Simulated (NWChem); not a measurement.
CdClF; SMILES [F][Cd][Cl]

```xyz
3

Cd     0.4519    -0.1097     0.0000
F      0.9800    -1.9610     0.0000
Cl    -0.1704     2.0713     0.0000
```
Atoms are numbered in this order, from 1.

All runs use the structure optimised with PBE0/def2-SVP. Not confirmed as a minimum by frequencies. def2 effective core potentials on Cd; no spin-orbit coupling.

Question: List the 4 lowest vertical singlet excitations from PBE/def2-SVPD with def2 effective core potentials on Cd, TDA (NWChem).

Answer: 
| state | energy (eV) | oscillator strength | leading excitation (squared amplitude) |
|---|---|---|---|
| S1 | 4.65 | 0.006 | HOMO → LUMO (0.94) |
| S2 | 4.65 | 0.006 | HOMO−1 → LUMO (0.94) |
| S3 | 5.43 | 0.019 | HOMO−2 → LUMO (0.73) |
| S4 | 5.43 | 0.019 | HOMO−3 → LUMO (0.73) |
